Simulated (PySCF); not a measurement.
NMR data simulated for an unnamed compound:

¹H NMR (400 MHz, computed): δ 5.09 (s, 3H), 4.39 (m, 2H), 4.34 (m, 2H), 2.08 (m, 1H), 1.37 (m, 1H).

¹³C{¹H} NMR (computed): δ 69.0 (CH2), 35.6 (CH2).

- NMR shieldings at PBE0/pcSseg-1/GIAO
- geometry: GFN2-xTB
- program: PySCF 2.14.0 with density-fitted response routines
- no solvent model, a single conformation, no relativistic terms, fast rotation and ring inversion assumed for equivalent nuclei

References, each an isolated molecule treated in the same way: ¹H and ¹³C against TMS.

Which of these does the molecule contain: an N-methyl group, a C≡C triple bond, a heteroaromatic ring, a Si–H bond?

Answers


- An N-methyl group: no.
- A C≡C triple bond: no.
- A heteroaromatic ring: no.
- A Si–H bond: yes (δH 5.09 (s)).

The data belong to SMILES F[Si]1(O[SiH3])OCCCO1, C₃H₉FO₃Si₂; they needn't prove each group on their own.

Carbon signals by region: 1 at 50–100 ppm, 1 below 50 ppm.

Splittings by ¹⁹F in the carbon and heteronuclear signals aren't shown, as no couplings were computed. Shifts are as computed. Against solution values, carbons near 30 ppm lie about +3 ppm off and those near 130 ppm about +5 ppm. Of 1211 compounds with measured shifts, 218 miss one by over three times the rms of a fit or turn the order of signals round; such compounds aren't used in these exercises. No couplings were computed; multiplicities are counted from neighbouring protons, with m where these are inequivalent, close in shift, in a saturated or five-membered ring or joined by F or P, and br s for small geminal =CH2 splittings.
